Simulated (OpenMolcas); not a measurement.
A run on Ag4+ among 6 point charges of -1.7 e arranged as a trigonal prism (D3h), 2.04 Å from the ion, with a polar angle of 57.4° against the regular 49.1°.
```
   1.7195    0.0000    1.0977  -1.70
  -0.8598    1.4891    1.0977  -1.70
  -0.8598   -1.4891    1.0977  -1.70
   1.7195    0.0000   -1.0977  -1.70
  -0.8598    1.4891   -1.0977  -1.70
  -0.8598   -1.4891   -1.0977  -1.70
```

```
Program             : OpenMolcas
Method              : CASSCF
Basis               : ANO-RCC-VDZP [6s5p3d1f]
Scalar Hamiltonian  : DKH2, point nucleus
Active space        : 7 electrons in 5 orbitals (4d)
State averaging     : 2S+1 = 4 even, 10 roots; 2S+1 = 2 even, 40 roots
Spin-orbit coupling : state interaction with AMFI integrals over the reference wave functions
```

43 basis functions. Blocks (2S+1, parity, CSFs, roots kept): 4, even, 10, 10; 2, even, 40, 40.

Task: How long do the RASSCF and RASSI steps take on 1 thread of Arm Neoverse V1, with other jobs on the host?

Result: About 10 s of wall time, without the integral step.
